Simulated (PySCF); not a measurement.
GeI2, charge -1, multiplicity 2. Atoms are numbered in the order given.

```xyz
3

Ge     0.0000     0.0000     1.3353
I      0.0000     2.1460    -0.4031
I      0.0000    -2.1460    -0.4031
```
Charge -1, spin multiplicity 2.

The structure is a stationary point at B3LYP-D3(BJ)/def2-SVPD. The spin state was assumed, not searched. The isomer is the one that the SMILES or the coordinates give; other isomers of the formula were not compared. The def2 effective core potentials stand for the cores of I; spin–orbit coupling is left out.

All values below come from PBE0/def2-TZVPD in PySCF.

Mulliken values depend strongly on the basis, most of all with diffuse functions as here. ESP charges are fitted to the potential on shells at 1.4 to 2.0 van der Waals radii. Atomic charges (e):

```
atom  Mulliken  ESP fit  Mulliken spin
----  --------  -------  -------------
Ge1      -0.16    -0.16           1.00
I2       -0.42    -0.42           0.00
I3       -0.42    -0.42           0.00
```
